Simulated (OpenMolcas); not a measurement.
A calculation on Mn6+.

```yaml
Program: OpenMolcas
Method: "XMS-CASPT2, IPEA 0.25 Eh, imaginary shift 0.1 Eh (closed shells correlated: 3s 3p)"
Basis: ANO-RCC-VTZP [6s5p3d2f1g]
Scalar_Hamiltonian: DKH2, point nucleus
Active_space: 1 electron in 10 orbitals (3d 4d)
State_averaging: 2S+1 = 2 even, 5 roots
Spin-orbit_coupling: state interaction with AMFI integrals over the reference wave functions, term energies averaged over their components
```

(1) Which level of the active space comes out lowest?

(2) How high does 3d 2D 5/2 lie?

Measured values: Corliss and Sugar, J. Phys. Chem. Ref. Data 6, 1253 (1977).

Results:

(1) 3d 2D 3/2, with 100 % of that term; it is also the measured ground level.

(2) 0.1647 eV above the lowest level; measured 0.1674 eV above the ground level, so the calculation is off by -2 %.

CASPT2 does not keep the components of a term degenerate, so their means are used; among the terms shown or strongly mixed into the levels shown the widest spread is 74 cm-1 (3d 2D). With one active electron outside closed inactive shells, the extra shells (4d) add no correlation to the reference. With one active electron, CASPT2 adds the correlation within the correlated inactive shells and between them and that electron, and leaves the splitting within a term as the reference gives it. Computed and measured levels are paired by configuration, term and J; levels that our copy of the source lacks, or whose pairing is in doubt (as where it misses far off the trend of its configuration), stay unpaired and out of the deviations. Only configurations of the active space appear.
